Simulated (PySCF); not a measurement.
# Low-lying terms of I(7+) (iodine, charge +7)

Ground state [Kr] 4d10, ¹S. Calculation: PySCF 2.14, in aug-cc-pVTZ-PP with ECP28MDF (6s5p4d2f, 55 functions); a scalar-relativistic core potential. Vertical excitation energies in eV without spin-orbit coupling; excited terms of each kind are numbered among those the solver found. Frozen: 4s2 4p6.

```json
{"term": "1 3D", "leading excitation": "4d → s", "EOM-EE-CCSD": "48.111"}
{"term": "1 1D", "leading excitation": "4d → s", "EOM-EE-CCSD": "49.004"}
{"term": "1 3P°", "leading excitation": "4d → p", "EOM-EE-CCSD": "62.602"}
{"term": "1 3F°", "leading excitation": "4d → p", "EOM-EE-CCSD": "63.344"}
{"term": "1 1F°", "leading excitation": "4d → p", "EOM-EE-CCSD": "63.889"}
{"term": "1 1P°", "leading excitation": "4d → p", "EOM-EE-CCSD": "64.628"}
{"term": "1 1D°", "leading excitation": "4d → p", "EOM-EE-CCSD": "64.665"}
{"term": "1 3D°", "leading excitation": "4d → p", "EOM-EE-CCSD": "64.682"}
{"term": "1 3G", "leading excitation": "4d → d", "EOM-EE-CCSD": "84.906"}
{"term": "1 1G", "leading excitation": "4d → d", "EOM-EE-CCSD": "85.168"}
{"term": "1 1F", "leading excitation": "4d → d", "EOM-EE-CCSD": "85.835"}
```

The spin-orbit splitting of the hole, absent here, rivals or exceeds the spacing of these terms, so the LS terms are model states.

The solver can miss terms.
